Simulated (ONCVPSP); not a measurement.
**Pt: excitation energies, all-electron against ONCV**

```json
{
 "Element": "platinum",
 "Generator": "ONCVPSP 4.0.1",
 "Type": "optimised norm-conserving Vanderbilt (ONCV)",
 "Functional": "PBE",
 "Relativity": "scalar-relativistic",
 "Frozen core": "[Kr] 4d10",
 "Valence charge": "32",
 "Reference configuration": "4f14 5s2 5p6 5d9 6p1",
 "Partial waves": "5s: rc 1.20 bohr, ncon 3, nbas 6, qcut 8.4 1/bohr, 2 projectors, debl 3.4 Ha; 5p+6p: rc 1.50 bohr, ncon 3, nbas 7, qcut 7.6 1/bohr, 2 projectors; 5d: rc 2.10 bohr, ncon 4, nbas 9, qcut 7.4 1/bohr, 2 projectors, debl 3.4 Ha; 4f: rc 0.65 bohr, ncon 3, nbas 7, qcut 21.4 1/bohr, local",
 "Local potential": "the f channel",
 "Core correction": "none"
}
```

In the s channel the program set the typed energies aside and used -3.817, 0.250 Ha.

Energies are relative to the spin-unpolarised reference configuration 4f14 5s2 5p6 5d9 6p1; without spin polarisation the order of configurations can differ from experiment.

```csv
valence configuration,charge,ΔE all-electron (eV),error AE − PS (meV)
4f14 5s2 5p6 5d9 6p0,+1,4.145,-1.8
4f14 5s2 5p6 5d8 6p0,+2,24.111,-5.5
```

(1) What are ΔE and the potential's error for 4f14 5s2 5p6 5d9 6s1 6p0?

(2) What are ΔE and the potential's error for 4f13 5s2 5p6 5d10 6s1 6p0?

Note: ghosts flagged at negative energy: s at -1577.6 eV, p at -633.8 eV; GHOST(+) flagged for d at 12.0 eV, s at 231.7 eV. A true bound ghost makes a file unfit for plane-wave use.

Results:

(1) ΔE = -5.049 eV all-electron; the error (AE − PS) is +1.4 meV.

(2) ΔE = 63.872 eV all-electron; the error (AE − PS) is -149 meV.
